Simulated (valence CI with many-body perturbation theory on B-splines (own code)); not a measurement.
Energy levels of Os27+

Computed by relativistic CI+MBPT: three valence electrons over a frozen Dirac-Fock core [Kr] 4d10, a basis of 7 s, 7 p, 7 d, 7 f, 4 g, 2 h functions for each j, with the one-electron correlation potential Σ1 (screened to all orders), the two-electron term Σ2, the three-electron term Σ3, Breit, model QED; selected single and double excitations, second order for the rest, scaled by the run's own slope (own B-spline code, finite nucleus).

The last digits are not significant, and no measured levels were compared; by estimate large intervals hold to a few tenths of a per cent, small ones and those within an open d or f shell to about a per cent. Excitations out of the core, of the other parity, are not computed and may begin above about 171 eV (a cautious bound); beyond it only levels of the ground parity were kept, without lifetimes.

Levels 91 to 134 of 134, with energies above the lowest level, (4f5/2^3) J=9/2. "Leading %" is the weight of the configuration and term that name the level; weights of strongly mixed levels are sums over their largest components and can fall short. In the jj column 3d3/2^4 stands for four electrons in 3d with j = 3/2.

| No. | Configuration | Term | J | E (eV) | Leading % | Second component | g | Leading jj |
| --- | --- | --- | --- | --- | --- | --- | --- | --- |
| 91 | 4f2.5p | 4H° | 9/2 | 214.64 | 33 | 30 % 4f2.5p 2H° | 0.906 | 4f5/2^2 5p3/2 (94 %) |
| 92 | 4f2.5p | 4I° | 11/2 | 216.15 | 38 | 27 % 4f2.5p 2I° | 1.007 | 4f5/2^2 5p3/2 (88 %) |
| 93 | 4f2.5p | 4G° | 5/2 | 216.28 | 80 | 15 % 4f2.5p 2F° | 0.642 | 4f5/2^2 5p3/2 (97 %) |
| 94 | 4f2.5p | 4F° | 3/2 | 217.42 | 39 | 32 % 4f2.5p 4D° | 0.817 | 4f5/2^2 5p3/2 (88 %) |
| 95 | 4f2.5p | 4D° | 1/2 | 217.46 | 82 | 15 % 4f2.5p 2P° | 0.122 | 4f5/2^2 5p3/2 (89 %) |
| 96 | 4f2.5p | 4G° | 9/2 | 218.48 | 39 | 31 % 4f2.5p 2H° | 1.038 | 4f5/2 4f7/2 5p3/2 (99 %) |
| 97 | 4f2.5p | 4F° | 5/2 | 218.56 | 47 | 14 % 4f2.5p 4D° | 1.000 | 4f5/2^2 5p3/2 (76 %) |
| 98 | 4f2.5p | 4G° | 7/2 | 218.57 | 34 | 28 % 4f2.5p 2G° | 1.000 | 4f5/2^2 5p3/2 (84 %) |
| 99 | 4f2.5p | 4H° | 11/2 | 218.81 | 36 | 32 % 4f2.5p 2I° | 1.049 | 4f5/2 4f7/2 5p3/2 (89 %) |
| 100 | 4f2.5p | 4I° | 13/2 | 219.44 | 70 | 19 % 4f2.5p 4H° | 1.124 | 4f5/2 4f7/2 5p3/2 (93 %) |
| 101 | 4f2.5p | 4G° | 7/2 | 220.09 | 42 | 23 % 4f2.5p 4F° | 1.028 | 4f5/2 4f7/2 5p3/2 (99 %) |
| 102 | 4f2.5p | 4G° | 11/2 | 220.21 | 47 | 16 % 4f2.5p 2H° | 1.144 | 4f5/2 4f7/2 5p3/2 (82 %) |
| 103 | 4f2.5p | 4D° | 3/2 | 220.70 | 53 | 39 % 4f2.5p 2D° | 0.990 | 4f5/2 4f7/2 5p3/2 (98 %) |
| 104 | 4f2.5p | 2F° | 7/2 | 220.71 | 38 | 25 % 4f2.5p 2G° | 1.077 | 4f5/2 4f7/2 5p3/2 (92 %) |
| 105 | 4f2.5p | 2G° | 9/2 | 220.94 | 33 | 31 % 4f2.5p 4F° | 1.151 | 4f5/2 4f7/2 5p3/2 (96 %) |
| 106 | 4f2.5p | 2F° | 5/2 | 221.05 | 40 | 34 % 4f2.5p 4D° | 1.076 | 4f5/2 4f7/2 5p3/2 (96 %) |
| 107 | 4f2.5p | 4G° | 9/2 | 221.38 | 49 | 41 % 4f2.5p 2G° | 1.119 | 4f5/2 4f7/2 5p3/2 (96 %) |
| 108 | 4f2.5p | 2F° | 5/2 | 221.72 | 51 | 16 % 4f2.5p 2D° | 0.953 | 4f5/2 4f7/2 5p3/2 (90 %) |
| 109 | 4f2.5p | 2G° | 7/2 | 222.22 | 40 | 30 % 4f2.5p 4F° | 1.036 | 4f5/2 4f7/2 5p3/2 (94 %) |
| 110 | 4f2.5p | 2I° | 13/2 | 222.31 | 54 | 41 % 4f2.5p 4H° | 1.134 | 4f5/2 4f7/2 5p3/2 (52 %) |
| 111 | 4f2.5p | 4I° | 15/2 | 222.42 | 94 | 6 % 4f2.5p 2K° | 1.189 | 4f7/2^2 5p3/2 (65 %) |
| 112 | 4f2.5p | 2H° | 11/2 | 222.66 | 46 | 40 % 4f2.5p 4G° | 1.148 | 4f5/2 4f7/2 5p3/2 (61 %) |
| 113 | 4f2.5p | 2G° | 9/2 | 223.90 | 58 | 17 % 4f2.5p 4G° | 1.129 | 4f7/2^2 5p3/2 (80 %) |
| 114 | 4f2.5p | 2P° | 1/2 | 224.06 | 37 | 30 % 4f2.5p 2S° | 1.410 | 4f5/2 4f7/2 5p3/2 (87 %) |
| 115 | 4f2.5p | 4S° | 3/2 | 224.40 | 36 | 22 % 4f2.5p 4P° | 1.531 | 4f5/2 4f7/2 5p3/2 (62 %) |
| 116 | 4f2.5p | 2H° | 11/2 | 225.07 | 49 | 42 % 4f2.5p 4G° | 1.149 | 4f7/2^2 5p3/2 (92 %) |
| 117 | 4f2.5p | 2F° | 7/2 | 225.26 | 40 | 40 % 4f2.5p 4D° | 1.209 | 4f5/2 4f7/2 5p3/2 (78 %) |
| 118 | 4f2.5p | 2F° | 5/2 | 225.44 | 46 | 27 % 4f2.5p 2D° | 1.052 | 4f7/2^2 5p3/2 (94 %) |
| 119 | 4f2.5p | 2I° | 13/2 | 225.86 | 61 | 31 % 4f2.5p 2K° | 1.041 | 4f5/2 4f7/2 5p3/2 (55 %) |
| 120 | 4f2.5p | 2G° | 9/2 | 226.01 | 53 | 28 % 4f2.5p 4F° | 1.145 | 4f7/2^2 5p3/2 (75 %) |
| 121 | 4f2.5p | 2F° | 7/2 | 226.10 | 58 | 18 % 4f2.5p 4D° | 1.134 | 4f7/2^2 5p3/2 (87 %) |
| 122 | 4f2.5p | 2P° | 3/2 | 226.20 | 33 | 22 % 4f2.5p 2D° | 1.226 | 4f5/2^2 5p3/2 (50 %) |
| 123 | 4f2.5p | 2D° | 5/2 | 226.53 | 60 | 13 % 4f2.5p 4P° | 1.166 | 4f5/2 4f7/2 5p3/2 (76 %) |
| 124 | 4f2.5p | 2H° | 11/2 | 227.32 | 49 | 41 % 4f2.5p 2I° | 1.034 | 4f7/2^2 5p3/2 (51 %) |
| 125 | 4f2.5p | 2D° | 3/2 | 227.49 | 60 | 12 % 4f2.5p 4S° | 1.073 | 4f5/2 4f7/2 5p3/2 (79 %) |
| 126 | 4f2.5p | 4D° | 5/2 | 227.61 | 48 | 31 % 4f2.5p 4P° | 1.396 | 4f5/2 4f7/2 5p3/2 (96 %) |
| 127 | 4f2.5p | 2P° | 1/2 | 227.89 | 44 | 25 % 4f2.5p 4P° | 1.387 | 4f7/2^2 5p3/2 (57 %) |
| 128 | 4f2.5p | 2K° | 15/2 | 228.78 | 94 | 6 % 4f2.5p 4I° | 1.072 | 4f5/2 4f7/2 5p3/2 (65 %) |
| 129 | 4f2.5p | 4D° | 7/2 | 230.01 | 57 | 36 % 4f2.5p 2F° | 1.293 | 4f7/2^2 5p3/2 (93 %) |
| 130 | 4f2.5p | 2H° | 9/2 | 230.18 | 89 | 6 % 4f2.5p 2G° | 0.929 | 4f5/2 4f7/2 5p3/2 (58 %) |
| 131 | 4f2.5p | 2P° | 1/2 | 230.64 | 84 | 10 % 4f2.5p 4D° | 0.678 | 4f5/2 4f7/2 5p3/2 (62 %) |
| 132 | 4f2.5p | 2D° | 5/2 | 231.51 | 51 | 37 % 4f2.5p 4P° | 1.313 | 4f7/2^2 5p3/2 (90 %) |
| 133 | 4f2.5p | 2P° | 3/2 | 231.52 | 56 | 27 % 4f2.5p 2D° | 1.257 | 4f7/2^2 5p3/2 (72 %) |
| 134 | 4f2.5p | 2P° | 3/2 | 239.97 | 91 |  | 1.327 | 4f7/2^2 5p3/2 (84 %) |

Where two levels of one J and parity lie close, their mixing, g and order are uncertain.
